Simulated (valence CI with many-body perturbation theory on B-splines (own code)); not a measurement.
**Co14+: calculated level list**

Method: valence CI with perturbative core correlation (CI+MBPT): three valence electrons over a frozen Dirac-Fock core [Ne], a basis of 11 s, 11 p, 9 d, 7 f, 5 g, 2 h, 1 i functions for each j, with the one-electron correlation potential Σ1, the two-electron term Σ2, the three-electron term Σ3, Breit, model QED; selected CI, second order for the rest (own B-spline code, finite nucleus).

No measured spectrum was set against this ion. As an estimate, levels of excited configurations hold to 0.05 to 0.15 % of their energy, terms of the ground configuration to about 0.5 %.

Levels 46 to 66 of 66, with energies above the lowest level, 3s2 3p 2P°_1/2. "Leading %" is the weight of the configuration and term that name the level; weights of strongly mixed levels are sums over their largest components and can fall short. In the jj column 3d3/2^4 stands for four electrons in 3d with j = 3/2.

| No. | Configuration | Term | J | E (cm⁻¹) | Leading % | Leading jj | Second component |
| --- | --- | --- | --- | --- | --- | --- | --- |
| 46 | 3p2 3d | 2P | 3/2 | 1054100 | 72 | 3p1/2 3p3/2 3d3/2 (52 %) | 20 % 3p2 3d 4D |
| 47 | 3p2 3d | 4F | 9/2 | 1056000 | 92 | 3p1/2 3p3/2 3d5/2 (59 %) | 7 % 3p2 3d 2G |
| 48 | 3p2 3d | 4D | 1/2 | 1059000 | 75 | 3p1/2 3p3/2 3d3/2 (95 %) | 23 % 3p2 3d 2P |
| 49 | 3p2 3d | 4D | 3/2 | 1067600 | 75 | 3p1/2 3p3/2 3d5/2 (54 %) | 20 % 3p2 3d 2P |
| 50 | 3p2 3d | 4D | 5/2 | 1068200 | 89 | 3p1/2 3p3/2 3d5/2 (36 %) | 5 % 3p2 3d 4F |
| 51 | 3p2 3d | 4D | 7/2 | 1077300 | 88 | 3p3/2^2 3d5/2 (67 %) | 5 % 3p2 3d 4F |
| 52 | 3p2 3d | 2P | 1/2 | 1077900 | 70 | 3p3/2^2 3d5/2 (62 %) | 24 % 3p2 3d 4D |
| 53 | 3p2 3d | 2G | 7/2 | 1089900 | 87 | 3p1/2 3p3/2 3d3/2 (44 %) | 10 % 3s 3d2 2G |
| 54 | 3p2 3d | 2G | 9/2 | 1095500 | 82 | 3p3/2^2 3d5/2 (56 %) | 10 % 3s 3d2 2G |
| 55 | 3p2 3d | 4P | 5/2 | 1106900 | 47 | 3p1/2 3p3/2 3d5/2 (73 %) | 45 % 3p2 3d 2D |
| 56 | 3p2 3d | 2D | 3/2 | 1111500 | 53 | 3p1/2 3p3/2 3d3/2 (63 %) | 32 % 3p2 3d 4P |
| 57 | 3p2 3d | 4P | 1/2 | 1119700 | 94 | 3p1/2 3p3/2 3d3/2 (50 %) |  |
| 58 | 3p2 3d | 4P | 5/2 | 1121100 | 48 | 3p3/2^2 3d5/2 (37 %) | 40 % 3p2 3d 2D |
| 59 | 3p2 3d | 4P | 3/2 | 1121300 | 62 | 3p3/2^2 3d3/2 (65 %) | 28 % 3p2 3d 2D |
| 60 | 3p2 3d | 2P | 1/2 | 1152400 | 72 | 3p1/2 3p3/2 3d5/2 (61 %) | 19 % 3s 3d2 2P |
| 61 | 3p2 3d | 2D | 3/2 | 1153900 | 57 | 3p1/2 3p3/2 3d5/2 (45 %) | 17 % 3p2 3d 2P |
| 62 | 3p2 3d | 2P | 3/2 | 1166900 | 45 | 3p3/2^2 3d5/2 (43 %) | 23 % 3p2 3d 2D |
| 63 | 3p2 3d | 2S | 1/2 | 1168500 | 82 | 3p3/2^2 3d5/2 (30 %) | 9 % 3s 3d2 2S |
| 64 | 3p2 3d | 2F | 5/2 | 1175200 | 42 | 3p3/2^2 3d5/2 (38 %) | 36 % 3p2 3d 2D |
| 65 | 3p2 3d | 2D | 5/2 | 1178400 | 49 | 3p3/2^2 3d5/2 (45 %) | 39 % 3p2 3d 2F |
| 66 | 3p2 3d | 2F | 7/2 | 1184000 | 86 | 3p3/2^2 3d3/2 (40 %) | 12 % 3s 3d2 2F |

Names give the largest LS component (configuration and term), which can be under half, so a name can repeat, a term be missing and a line seem to break the LS rules; names also repeat where a configuration has a term twice.

Where two levels of one J and parity lie close, their mixing, g and order are uncertain.
